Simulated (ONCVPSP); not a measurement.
**P: excitation energies, all-electron against ONCV**

phosphorus (P), optimised norm-conserving Vanderbilt (ONCV), made with ONCVPSP 4.0.1 (BLYP, scalar-relativistic). Core [Ne], reference 3s2 3p3. Waves: 3s: rc 1.35 bohr, ncon 4, nbas 7, qcut 6 1/bohr, 1 projector; 3p: rc 1.75 bohr, ncon 4, nbas 8, qcut 3.8 1/bohr, 2 projectors, debl 0.9 Ha. Local part: polynomial inside 1.30 bohr (lpopt 3, dvloc0 6 Ha). Core correction: Teter function, fcfact 5.5, rcfact 1.6.

Energies are relative to the spin-unpolarised reference configuration 3s2 3p3; without spin polarisation the order of configurations can differ from experiment.

| valence configuration | charge | ΔE all-electron (eV) | error AE − PS (meV) |
| --- | --- | --- | --- |
| 3s2 3p2 | +1 | 9.576 | -4.5 |
| 3s2 3p1 | +2 | 28.588 | -26 |

Q: What are ΔE and the potential's error for 3s2 3p0?

A: ΔE = 58.258 eV all-electron; the error (AE − PS) is -90 meV.

Q: What are ΔE and the potential's error for 3s2 3p2.5?

A: ΔE = 3.698 eV all-electron; the error (AE − PS) is -1.0 meV.
